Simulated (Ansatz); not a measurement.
`CO[Si]Cl` and `CC[Si]OC` differ in one atom or group.

Ansatz, PBE0-D4/def2-TZVP geometries, multiplicity 1. Each molecule was computed in one conformer, which needn't be the lowest.

```
                                                                                  property  `CO[Si]Cl`
ideal-gas entropy at 298 K and 1 bar (rigid rotor, harmonic PBE0-D4/def2-TZVP) / J/(mol·K)         321
                                            zero-point energy (PBE0-D4/def2-TZVP) / kJ/mol       115.6
                                          size of the dipole moment (B3LYP/def2-TZVPP) / D        1.73
                                                         LUMO energy (PBE/def2-TZVPP) / eV       -2.64
                                        size of the dipole moment (ωB97M-V/def2-TZVPP) / D        1.70
                                                        LUMO energy (PBE0/def2-TZVPP) / eV       -1.85
```

Task: What does the change do to each property? (Estimate.)

Result: Computed: 
```
                                                                                  property  `CC[Si]OC`  shift
ideal-gas entropy at 298 K and 1 bar (rigid rotor, harmonic PBE0-D4/def2-TZVP) / J/(mol·K)         356     35
                                            zero-point energy (PBE0-D4/def2-TZVP) / kJ/mol       281.8  166.2
                                          size of the dipole moment (B3LYP/def2-TZVPP) / D        2.27   0.54
                                                         LUMO energy (PBE/def2-TZVPP) / eV       -2.35   0.29
                                        size of the dipole moment (ωB97M-V/def2-TZVPP) / D        2.21   0.51
                                                        LUMO energy (PBE0/def2-TZVPP) / eV       -1.52   0.33
```

With PBE0 the HOMO rises by 1.42 eV and the LUMO rises by 0.33 eV, so the gap narrows by about 1.09 eV. PBE moves the HOMO by 1.38 eV and ωB97M-V by 1.42 eV. The zero-point energy changes by 166.2 kJ/mol with +18 modes. Dipoles are sizes alone; their direction can turn.

B3LYP here is the variant with VWN-RPA as its local correlation; programs differ in this.
